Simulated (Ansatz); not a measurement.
Abridged output of a molecular run in Ansatz:

```
Functional definition: HF
930 factors; integrals over basis functions are off by at most 1.2e-3 eV
mean field evaluation 1: about -66499.4686 eV, gradient 1.5e1 eV
mean field evaluation 2: about -66499.4922 eV, gradient 1.5e1 eV
mean field evaluation 4: about -66500.7092 eV, gradient 2.4e0 eV
mean field evaluation 8: about -66500.7230 eV, gradient 1.2e-1 eV
mean field evaluation 16: about -66500.6921 eV, gradient 3.8e-1 eV
mean field -66500.72313487 eV, -2443.8564993975 hartree, gradient 3.3e-6 eV, S^2 0.000000; 0 other end points of the search recorded, 0 dependent functions left out
15 core orbitals not correlated: weight in the atoms' cores, before any rotation towards them, 1.000 or more for the frozen orbitals, at most 0.000 for the correlated occupied ones
reference -66500.72313487 eV, -2443.8564993975 hartree; 14, 14 occupied and 65, 65 virtual orbitals, 930 factors
second order -11.96312935 eV of doubles, -0.00000000 eV of singles
cycle   1  -12.67878542 eV  change   -7.2e-1 eV  update   9.2e-2
cycle   2  -13.19023714 eV  change   -5.1e-1 eV  update   3.0e-2
cycle   3  -13.23851495 eV  change   -4.8e-2 eV  update   1.3e-2
cycle   4  -13.23530768 eV  change    3.2e-3 eV  update   4.1e-3
cycle   5  -13.23513208 eV  change    1.8e-4 eV  update   1.8e-3
cycle   6  -13.23419460 eV  change    9.4e-4 eV  update   7.3e-4
cycle   7  -13.23414157 eV  change    5.3e-5 eV  update   3.2e-4
cycle   8  -13.23426750 eV  change   -1.3e-4 eV  update   1.1e-4
cycle   9  -13.23427927 eV  change   -1.2e-5 eV  update   3.9e-5
cycle  10  -13.23426542 eV  change    1.4e-5 eV  update   1.6e-5
perturbative correction -0.38202857 eV, -0.0140392910 hartree
Total energy: -66514.33942887 eV, -2444.3568889723 hartree
```

Its atoms:

Cartesian coordinates in Å:
```
B -1.720 0.455 0.027
Ge -0.034 -0.603 -0.456
P 1.545 0.053 1.150
H -2.443 0.073 0.898
H -1.961 1.497 -0.504
H 0.507 -0.338 -1.873
H -0.182 -2.125 -0.270
H 2.645 -0.393 0.371
H 1.643 1.382 0.656
```

(1) Which basis set was used?
A. cc-pV(T+d)Z
B. def2-SVPD
C. def2-TZVPPD
D. def2-SVP

(2) Write the keys of the input that set method, charge and spin (a neutral closed shell needs none for the last two).

## Answers

(1) D. It gives 94 functions.

(2) 
```yaml
correlation: {method: ccsd_t}
```
